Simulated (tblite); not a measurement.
Compound: C5H7NOS.
Structure used (GFN2-xTB), in Å, numbered top down from 1:
```xyz
15
C5H7NOS angstrom
C     -2.8140   -0.6168    0.2187
C     -1.3232   -0.5826   -0.0490
S     -0.6146    0.9742    0.6227
C      1.0525    0.7493    0.1856
C      2.1560    1.5342    0.3819
N      3.2329    0.8970   -0.1570
C      2.7728   -0.2042   -0.6426
O      1.4461   -0.3674   -0.4724
H     -3.2371   -1.5367   -0.1788
H     -3.0104   -0.5721    1.2873
H     -3.3060    0.2278   -0.2575
H     -1.1086   -0.6002   -1.1172
H     -0.8091   -1.4092    0.4411
H      2.2337    2.4849    0.8627
H      3.3246   -0.9701   -1.1472
```

All values are computed: GFN2-xTB (tblite) harmonic vibrations without scaling, gas phase. The method is semi-empirical: single wavenumbers can be off by several per cent or more. One conformer, not necessarily the lowest.

Q: How many normal modes are there?

A: 15 atoms, non-linear: 3N − 6 = 39.

Q: What is the point group of the computed structure, and how do the modes divide by symmetry?

A: Cs. The vibrations span 25 a′ + 14 a″.

Q: How many distinct wavenumbers does the calculation give?

A: 39: Cs has no degenerate species.

Q: How many fundamentals are allowed in the infrared by symmetry?

A: 39 of 39: in Cs every mode is allowed. All fundamentals are allowed in the Raman spectrum.

Q: Zero-point energy?

A: ½Σν̃ = 24805 cm⁻¹ = 3.075 eV (39 modes); those above 1550 cm⁻¹ give 1.333 eV of it.

Q: What thermal excitation has the softest real mode at 298.15 K?

A: 31.2 cm⁻¹ is a vibrational temperature θ of 45 K. The population of v = 1 over v = 0 is exp(−θ/T) = 0.86, and the mean quantum number is 6.2.

Hardware: one thread, Arm Neoverse N1, shared host. This covers the Hessian and the dipole derivatives.
